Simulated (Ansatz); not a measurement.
CH₄F₂GeO, SMILES `FC(F)[O][GeH3]`, relaxed with RKS PBE0-D4/def2-TZVP in the Gaussian-basis code of Ansatz from a PBE-D4/def2-SVP geometry. The force threshold is 0.005 eV/Å; the program also tests the step.

Charge 0, multiplicity 1.

Start:

```xyz
9

F    -1.672    0.770    0.879
C    -0.318    0.752    1.111
F     0.202    1.784    0.355
O     0.231   -0.427    0.769
Ge    0.387   -0.862   -1.019
H    -0.138    0.972    2.188
H     0.430   -2.403   -0.963
H     1.716   -0.262   -1.533
H    -0.840   -0.324   -1.788
```

Problem. By how much does the energy fall, and how many steps does the optimiser take? (An estimate is asked.)

Solution. The calculation gave: 3.54 kJ/mol, in 9 steps.

Problem. Which bonds change most? (An estimate is asked.)

Solution. Ansatz gave: O4–Ge5 from 1.847 to 1.817 Å; C2–H6 from 1.114 to 1.093 Å; C2–F3 from 1.382 to 1.366 Å; Ge5–H9 from 1.545 to 1.531 Å.

Problem. Give the relaxed structure. (An estimate is asked.)

Solution. Computed: 
```xyz
9

F    -1.640    0.829    0.835
C    -0.308    0.751    1.106
F     0.260    1.782    0.413
O     0.202   -0.423    0.739
Ge    0.373   -0.867   -1.015
H    -0.162    0.929    2.174
H     0.480   -2.390   -0.942
H     1.661   -0.219   -1.532
H    -0.866   -0.392   -1.777
```
